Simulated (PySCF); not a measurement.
**Structure from NMR data**

An unknown has the formula C5H8O4Si. Its calculated NMR data are:

1H NMR (300 MHz, computed): δ 5.26 (m, 1H), 4.93 (s, 3H), 1.07 (m, 2H), 0.79 (m, 2H).

13C{1H} NMR (computed): δ 164.7 (C), 164.3 (C), 51.4 (CH), 8.1 (CH2).

Theory: shielding tensors at PBE0/pcSseg-1 (GIAO), GFN2-xTB structure, in PySCF (no solvent model, rapidly exchanging positions averaged, relativity neglected, one conformer).

Chemical shifts δ = σref − σ; 1H and 13C vs TMS, all at this level.

**Question.** Which candidate is it?
A. O=C(O[SiH3])C(=O)OC1CC1
B. C=C[C@@H]1O[SiH2]O[C@@H](C=O)O1
C. C=CCOC(=O)C(=O)O[SiH3]

**Answer.** A. 

1. Rings plus π bonds: 3 (1 ring in the answer).
2. 4 carbon signals for 5 carbons: some carbons are equivalent by symmetry or fast rotation.
3. Carbon types of the structure: 2 × C, 1 × CH, 2 × CH2, leaving 3 H on heteroatoms.
4. δC 164.7: ester carbonyl carbon; it is a carbonyl in resonance with an O or N lone pair, the region of acids, esters and amides.
5. δC 164.3: carbonyl carbon.
6. δC 51.4, 8.1: three-membered-ring carbon.
7. δH 5.26, 1.07, 0.79: hydrogen on a three-membered-ring carbon.
8. δH 4.93: hydrogen on a silicon bonded to O.

The others: C=CCOC(=O)C(=O)O[SiH3] would give 5 carbon signals, not 4; C=C[C@@H]1O[SiH2]O[C@@H](C=O)O1 would give 5 carbon signals, not 4.

Shifts are as computed. Against solution values, carbons near 30 ppm lie about +3 ppm off and those near 130 ppm about +5 ppm. Of 1211 compounds with measured shifts, 218 miss one by over three times the rms of a fit or turn the order of signals round; such compounds aren't used in these exercises. No couplings were computed; multiplicities are counted from neighbouring protons, with m where these are inequivalent, close in shift, in a saturated or five-membered ring or joined by F or P, and br s for small geminal =CH2 splittings.
